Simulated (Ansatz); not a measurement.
The cluster KNa2⁺, relaxed as a singlet with RKS PBE/def2-TZVP in Ansatz, starting from the GFN1-xTB geometry. Force threshold 0.02 eV/Å.

The structure comes from a short search, and lower isomers may exist.

Start:

```xyz
3

Na   -1.6173   -0.3051    0.8919
Na    0.6557    1.7369    0.2232
K     0.9615   -1.4318   -1.1151
```

Task: Estimate the energy that the relaxation releases and the steps that it takes.

Result: 0.17 eV, in 5 steps; 5.5 s on 4 threads of Arm Neoverse V1 on a shared host. No frequencies were taken in this run, so the end may be a saddle point.

Task: Does the start keep its bonding and symmetry?

Result: By distances, no bond broke or formed. The bond that changes most is Na2–K3, from 3.45 to 4.00 Å (atoms count from 1). Point group C2v at the start, C2v at the end, both within 0.05 Å.

Task: Predict the relaxed structure.

Result: 
```xyz
3

Na   -1.761   -0.222    1.011
Na    0.621    1.921    0.311
K     1.140   -1.699   -1.322
```
Bond lengths (bridged metal pairs left out): 2 × K–Na 4.00 Å; 1 × Na–Na 3.28 Å.
